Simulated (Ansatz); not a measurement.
System: AgF (charge -1, doublet). The spin state was set by rule; other spins were not relaxed. 
Geometry from a B3LYP-D3(BJ)/def2-TZVP (Ansatz, a first-principles code) optimisation:
```xyz
2

Ag     0.0000     0.0000    -0.3433
F      0.0000     0.0000     1.7930
```
Charge -1, spin multiplicity 2.

Total electronic energies in hartree. Valence correlation only, unless marked. UHF or UKS for open shells. No spin-orbit coupling. Frozen are the shells of the preceding noble gas and the d and f shells that filled before the atom's block. Past Kr the def2 sets carry scalar-relativistic core potentials. Basis-set limits of correlation are two-point, X^-3; Hartree-Fock from the larger set.

```csv
level,program,energy (Eh)
BLYP-D3(BJ)/def2-TZVPD,Ansatz + dftd3,-246.89089
revPBE-D4/def2-TZVPD,Ansatz + dftd4,-246.95013
r2SCANh-D4/def2-TZVPD,Ansatz + dftd4,-246.90426
r2SCANh/def2-TZVPD,Ansatz,-246.90408
r2SCAN0-D4/def2-TZVPD,Ansatz + dftd4,-246.87006
MP2/def2-SVPD,Ansatz,-245.93621
RI-MP2/def2-QZVPPD,Ansatz,-246.35984
CCSD(T)/def2-SVP,Ansatz,-245.88949
"CCSD(T)/CBS(def2-TZVPPD,def2-QZVPPD)",Ansatz,-246.3926
```

Totals of different functionals don't rank their quality; only differences between species are comparable.
